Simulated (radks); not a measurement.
The numbers below are computed, except where a source is named.
Spherical jellium clusters: N electrons in a uniform positive sphere of charge N and radius rs N^(1/3), rs = 2.11 bohr. Level of theory: non-relativistic Kohn-Sham, PBEsol, spin-polarised, spherical densities (a radial shooting solver with Libxc functionals). Levels are named by radial order and angular momentum (1s, 1p, 1d, 2s, ...), and open shells are averaged over m.

N = 22, configuration 1s2 1p6 1d10 2s2 1f(up 2, down 0). This is the lowest configuration that the search found. Occupied and some empty levels:

| level | occupation | eigenvalue (eV) | <r> (bohr) |
|---|---|---|---|
| 1s up | 1 | -11.730 | 3.592 |
| 1s down | 1 | -11.633 | 3.532 |
| 1p up | 3 | -9.0027 | 4.409 |
| 1p down | 3 | -8.8134 | 4.360 |
| 1d up | 5 | -5.8054 | 5.076 |
| 1d down | 5 | -5.5454 | 5.040 |
| 2s up | 1 | -4.8759 | 4.669 |
| 2s down | 1 | -4.6799 | 4.668 |
| 1f up | 2 | -2.3627 | 5.836 |
| 1f down | 0 | -2.0589 | 5.830 |
| 2p up | 0 | -1.7812 | 6.586 |
| 2p down | 0 | -1.5750 | 6.628 |

Energy (eV): total -8.95929, kinetic 117.79, external -2567.5, Hartree 1238.0, exchange-correlation -133.85, background 1336.6.
